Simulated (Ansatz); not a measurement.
`N#[C][Sn]([Cl])([Cl])[Cl]` + H₂S → `[SH][Sn]([Cl])([Cl])[Cl]` + `C#N` at 600 K and 1 bar (ligand exchange at the Sn–C bond).

Gas-phase electronic energies from Ansatz, PBE0-D4/def2-TZVP geometries. CCSD(T)/CBS adds triple-zeta CCSD(T) − MP2 to the extrapolated MP2 energy (def2 sets, frozen cores). This one scheme is used for every species. def2 core potentials past Kr. For Sn outer-core shells are correlated without core-valence functions, which leaves a few kJ/mol of doubt a bond. One conformer a species, not always the lowest.

```
                    species  CCSD(T)/CBS energy (Eh)  H − E (kJ/mol)  S (J/(mol·K))
`N#[C][Sn]([Cl])([Cl])[Cl]`              -1686.23005            91.0          478.4
                        H₂S               -398.97279            60.8          230.9
 `[SH][Sn]([Cl])([Cl])[Cl]`              -1991.90544            93.8          490.6
                      `C#N`                -93.32098            64.3          228.4
```

H − E and S are ideal-gas, rigid-rotor, harmonic terms from PBE0-D4/def2-TZVP, for one conformer and one mirror image of each species. 1 Eh = 2625.50 kJ/mol, R = 8.31446 J/(mol·K).

Q: By hand: ΔE, ΔH, ΔS and ΔG.

A: ΔE = (-1991.90544) + (-93.32098) − (-1686.23005) − (-398.97279) = -0.02358 Eh = -61.9 kJ/mol. Δ(H − E) = 93.8 + 64.3 − 91.0 − 60.8 = 6.3, so ΔH = -55.6 kJ/mol. ΔS = 490.6 + 228.4 − 478.4 − 230.9 = 9.7 J/(mol·K). ΔG = -55.6 − 600 × (9.7)/1000 = -61.4 kJ/mol.

Q: By hand: the equilibrium constant, and the temperature at which ΔG would vanish if ΔH and ΔS stayed fixed.

A: log₁₀ K = −ΔG/(RT ln 10) = 5.3. ΔH and −TΔS have one sign here, so there is no such temperature.

The number of gas molecules stays the same, so ΔS is small and ΔH decides. A doubt of 5 kJ/mol in ΔE shifts log₁₀ K by 0.4 here. Other conformers and mirror images would add mixing entropy, several J/(mol·K) or more a flexible species. Modes under 60 cm⁻¹, often nearly free rotors, make the harmonic entropy too high. These are equilibria of isolated gas molecules and say nothing of rates. Largest T1 diagnostic: 0.014 (customary marks: 0.02 for closed shells, 0.045 for open ones).

ΔS is within the doubt of such terms, so its sign, and with it that verdict, could turn.
